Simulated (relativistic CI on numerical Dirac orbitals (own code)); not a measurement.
Radial parameters of Nb19+

Calculated at this level of theory: Dirac-Coulomb-Breit CI, orbitals from a KLI potential per configuration, model QED (radiative potential, 1s self-energy scaled to tabulated hydrogen-like ionisation energies), unscaled Slater integrals (own radial code, finite nucleus).

Slater integrals F^k, G^k are unscaled and averaged over j, outside the closed core [Ne]; ζ comes from projecting the Hamiltonian with its Breit term on Σ l·s of the shell.

- 3s²3p⁶3d⁴: F^2(3d,3d) = 268780, F^4(3d,3d) = 172590, ζ(3d) = 11443 cm⁻¹; <r>(3d) = 0.375, <r^2>(3d) = 0.1646 (bohr units).
- 3s²3p⁵3d⁵: ζ(3p) = 98270, F^2(3d,3d) = 268010, F^4(3d,3d) = 172080, F^2(3p,3d) = 242670, G^1(3p,3d) = 272120, G^3(3p,3d) = 177520, ζ(3d) = 11237 cm⁻¹; <r>(3p) = 0.4092, <r^2>(3p) = 0.1933, <r>(3d) = 0.3759, <r^2>(3d) = 0.1655 (bohr units).
- 3s3p⁶3d⁵: F^2(3d,3d) = 267740, F^4(3d,3d) = 171890, G^2(3s,3d) = 206120, ζ(3d) = 11365 cm⁻¹; <r>(3s) = 0.4149, <r^2>(3s) = 0.1961, <r>(3d) = 0.3763, <r^2>(3d) = 0.1658 (bohr units).

Give the Racah parameters of the d shell in 3s²3p⁶3d⁴.

B = F²/49 − 5F⁴/441 = 3528 cm⁻¹ and C = 35F⁴/441 = 13698 cm⁻¹.

Averages of the first 10 configurations, taken without configuration mixing, which lowers the lowest level and can move excited configurations by several eV; other configurations of the list can lie among them:

```tsv
Configuration	Parity	States	Average energy above the lowest level (eV)
3s²3p⁶3d⁴	even	210	16.8
3s²3p⁵3d⁵	odd	1512	162.4
3s3p⁶3d⁵	even	504	265.4
3s²3p⁶3d³4s	even	240	339.1
3s²3p⁶3d³4p	odd	720	374.1
3s²3p⁶3d³4d	even	1200	425.9
3s²3p⁶3d³4f	odd	1680	473.0
3s²3p⁵3d⁴4s	odd	2520	480.8
3s²3p⁶3d²4s4p	odd	540	712.2
3s²3p⁶3d³5s	even	240	540.8
```
